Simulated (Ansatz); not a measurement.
Ir₃⁺, relaxed as a singlet with RKS PBE-D4/def2-TZVP in Ansatz, starting from the GFN2-xTB geometry. Force threshold 0.02 eV/Å.

In the def2 sets Ir takes a core potential; there is no spin–orbit coupling. The restricted singlet is unstable: a solution with broken spin symmetry lies lower. An occupied level lies above an empty one. At PBE-D4/def2-TZVP a quintet of charge 1 lies 1.01 eV below the restricted singlet, each at its own geometry. The structure comes from a short search, and lower isomers may exist.

Start:

```xyz
3

Ir    0.135   -1.369   -0.356
Ir   -0.762    0.932   -0.755
Ir    0.627    0.436    1.110
```

```csv
step,energy (eV),largest force component (eV/Å),SCF passes
1,-8512.6605,1.608,77
2 (rejected),-8512.6596,2.055,36
3,-8512.7073,1.108,40
4,-8512.7519,0.046,32
5,-8512.7520,0.002,27
```

Force components are those of the run's own axes.

End:

```csv
atom,x (Å),y (Å),z (Å)
Ir1,0.118,-1.320,-0.362
Ir2,-0.742,0.885,-0.744
Ir3,0.624,0.435,1.106
```

By distances, no bond broke or formed. The bond that changes most is Ir1–Ir2, from 2.50 to 2.40 Å (atoms count from 1). The end is the same structure that another start reached.

No frequencies were taken in this run, so the end may be a saddle point.

Run time 12 s (4 threads of Intel Xeon on a shared host).
